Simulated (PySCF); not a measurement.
**Unknown compound**

An unknown has the formula C3H9FO2Si3. Its calculated NMR data are:

¹H NMR (600 MHz, computed): δ 12.11 (m, 1H), 5.99 (m, 1H), 5.28 (d, 2H), 5.12 (s, 3H), 4.67 (m, 2H).

¹³C{¹H} NMR (computed): δ 243.4 (CH), 178.9 (C), 124.8 (CH).

- NMR shieldings at PBE0/pcSseg-1/GIAO
- coordinates at the GFN2-xTB level
- code: PySCF 2.14.0 with density-fitted response routines
- non-relativistic, isolated molecule, one averaged value for each set of equivalent atoms, one conformer

Scale: TMS for ¹H (31.72 ppm), ¹³C (186.93 ppm) (reference shieldings calculated alike).

Propose a structure and justify it.

Results:


1. The formula gives 2 degrees of unsaturation (no ring in the answer).
2. 3 carbon signals for 3 carbons: no two carbons are equivalent.
3. Carbon types of the structure: 1 × C, 2 × CH, leaving 7 H on heteroatoms.
4. δC 243.4: carbonyl carbon.
5. δC 178.9: fully substituted alkene carbon.
6. δC 124.8: alkene CH; the olefinic region.
7. δH 12.11: hydrogen on a carbonyl carbon.
8. δH 5.99: hydrogen on an alkene CH; a vinylic proton, deshielded by the sp2 carbon and the C=C anisotropy.
9. δH 5.28: hydrogen on a silicon bonded to C, O.
10. δH 4.67: hydrogen on a silicon bonded to 2 C.

Structure: SMILES O=C[SiH2]/C(F)=C\[SiH2]O[SiH3].

The data come from this structure; uniqueness wasn't tested.

Splittings by ¹⁹F in the carbon and heteronuclear signals aren't shown, as no couplings were computed. Shifts are as computed. Against solution values, carbons near 30 ppm lie about +3 ppm off and those near 130 ppm about +5 ppm. Of 1309 compounds with measured shifts, 239 miss one by over three times the rms of a fit or turn the order of signals round; such compounds aren't used in these exercises. No couplings were computed; multiplicities are counted from neighbouring protons, with m where these are inequivalent, close in shift, in a saturated or five-membered ring or joined by F or P, and br s for small geminal =CH2 splittings.
